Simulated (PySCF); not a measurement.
Isomers of C6H12OSi2, from PySCF 2.14.0, PBE0-D3(BJ)/def2-SVP geometry optimisation, gas phase. One conformer each, no zero-point energy, no frequencies.

Question: Which isomer lies lowest at this level?
A. `[CH:1]#[C:2][SiH2:3][O:4][SiH2:5][CH:6]1[CH2:7][CH2:8][CH2:9]1` with C2–Si3–O4–Si5 38°, Si3–O4–Si5–C6 53°, O4–Si5–C6–C7 -170°, Si5–C6–C7–C8 138°, C6–C7–C8–C9 -17°, C7–C8–C9–C6 17°, Si5–C6–C9–C8 -139°: A = 1695, B = 727.2, C = 588.3 MHz, dipole 1.60 D
B. `[CH:1]#[C:2][Si@:3]1([O:4][CH3:5])[CH2:6][CH2:7][CH2:8][SiH2:9]1` with C2–Si3–O4–C5 58°, C2–Si3–C6–C7 -91°, Si3–C6–C7–C8 -52°, C6–C7–C8–Si9 53°, C7–C8–Si9–Si3 -27°: A = 1456, B = 881.6, C = 772.6 MHz, dipole 0.50 D
C. `[CH3:1][CH2:2][Si:3]1([OH:4])[CH:5]=[CH:6][SiH2:7][CH:8]=[CH:9]1` with C1–C2–Si3–O4 59°, C2–Si3–O4–H -178°: A = 2034, B = 752.8, C = 684.3 MHz, dipole 0.55 D
D. `[CH3:1][C:2]#[C:3][Si@H:4]([O:5][SiH3:6])[CH:7]1[CH2:8][CH2:9]1` with C3–Si4–O5–Si6 -47°, C3–Si4–C7–C8 -33°: A = 1092, B = 871.1, C = 586.9 MHz, dipole 2.23 D

Answer: C. That is `[Si]1(CC)(O)C=C[SiH2]C=C1`, 17.4 kcal/mol below the next.

| SMILES | mapped SMILES | E (Eh) | relative (kcal/mol) | relative (kJ/mol) | dipole (D) |
| --- | --- | --- | --- | --- | --- |
| CC[Si]1(O)C=C[SiH2]C=C1 | [CH3:1][CH2:2][Si:3]1([OH:4])[CH:5]=[CH:6][SiH2:7][CH:8]=[CH:9]1 | -889.09913 | 0.0 | 0.0 | 0.55 |
| CC#C[Si@H](O[SiH3])C1CC1 | [CH3:1][C:2]#[C:3][Si@H:4]([O:5][SiH3:6])[CH:7]1[CH2:8][CH2:9]1 | -889.07134 | 17.4 | 73.0 | 2.23 |
| C#C[SiH2]O[SiH2]C1CCC1 | [CH:1]#[C:2][SiH2:3][O:4][SiH2:5][CH:6]1[CH2:7][CH2:8][CH2:9]1 | -889.05642 | 26.8 | 112.1 | 1.60 |
| C#C[Si@]1(OC)CCC[SiH2]1 | [CH:1]#[C:2][Si@:3]1([O:4][CH3:5])[CH2:6][CH2:7][CH2:8][SiH2:9]1 | -889.04904 | 31.4 | 131.5 | 0.50 |

As drawn, the lowest has an O–H bond and a C=C bond outside aromatic rings, which the highest lacks; the highest has a C≡C bond and an Si–Si bond, which the lowest lacks.
